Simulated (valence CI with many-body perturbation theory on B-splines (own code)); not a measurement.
## Basis-set convergence for Pb LII

Computed by valence CI with perturbative core correlation (CI+MBPT): three valence electrons over a frozen Dirac-Fock core [Ar] 3d10, a basis of 9 s, 9 p, 8 d, 6 f, 3 g, 1 h functions for each j, with the one-electron correlation potential Σ1, the two-electron term Σ2, the three-electron term Σ3, Breit, model QED; selected CI, second order for the rest, scaled by the run's own slope (own B-spline code, finite nucleus).

No measured spectrum was set against this ion. As an estimate, large intervals hold to a few tenths of a per cent, small ones and those within an open d or f shell to about a per cent.

The reference run has the lowest level (4s^2 4p1/2) J=1/2 and an ionisation energy of 3038.03 eV. Its largest variational space holds 8608 state functions.

Levels are named by their leading jj configuration (3d3/2^4 stands for four electrons in 3d with j = 3/2), which in mixed levels can hold well under half, so a name can repeat and another be missing. Letters in brackets count levels of one name in rising energy.

Changed runs:
A. basis 6 s, 6 p, 5 d, 3 f, 1 g
B. basis 5 s, 5 p, 4 d, 2 f

Excitation energies of the reference run in cm⁻¹, and shifts in cm⁻¹:

| Level | Reference | A | B |
| --- | --- | --- | --- |
| (4s 4p1/2^2) J=1/2 | 952716 | -15 | +17 |
| (4s^2 4p3/2) J=3/2 | 1370900 | -46 | -112 |
| (4s 4p1/2 4p3/2) J=3/2 [a] | 2194890 | -208 | -687 |
| (4s 4p1/2 4p3/2) J=5/2 | 2275270 | -75 | -169 |
| (4s 4p1/2 4p3/2) J=3/2 [b] | 2386060 | +13 | +189 |
| (4s 4p1/2 4p3/2) J=1/2 | 2405220 | +16 | +217 |
| (4s^2 4d3/2) J=3/2 | 2905590 | +128 | +845 |
| (4s^2 4d5/2) J=5/2 | 3174980 | +50 | +525 |
| (4p1/2^2 4p3/2) J=3/2 | 3335740 | -60 | -88 |
| (4s 4p3/2^2) J=5/2 | 3624210 | -102 | -184 |
| (4s 4p1/2 4d3/2) J=3/2 [a] | 3655640 | -157 | -339 |
| (4s 4p1/2 4d3/2) J=5/2 | 3727770 | -48 | +106 |
| Ionisation energy (eV) | 3038.03 | -0.027 | -0.09 |
